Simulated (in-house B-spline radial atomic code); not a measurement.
Binding energies in Nb³³⁺

NIST's tabulated ground configuration is [He] 2s2 2p4; each binding energy is the energy of the ion with one electron taken from that subshell, relaxed, less that of the parent. Computed with an all-electron radial atomic-structure program (B-spline basis): Dirac-Hartree-Fock, average of configuration, Fermi nucleus of rms radius 4.324 fm. Energies include first-order Breit, QED and recoil terms.

```csv
subshell,X-ray name,binding energy (eV),-ε (eV),relaxation (eV)
1s,K,21202.8,21266.2,15.0
2s,L1,4629.3,4636.0,1.5
2p,"L2,3",4397.1,4403.0,2.2
```

Relaxation = -ε minus the binding energy without Breit, QED and recoil terms.

What does it cost to remove both a 2s and a 2p electron?

9180.2 eV, which is 153.8 eV more than the two single binding energies together.

What does it cost to remove both a 1s and a 2p electron?

25842 eV, which is 241.6 eV more than the two single binding energies together.

What does it cost to remove two 2p electrons?

8973.4 eV, which is 179.2 eV more than the two single binding energies together.
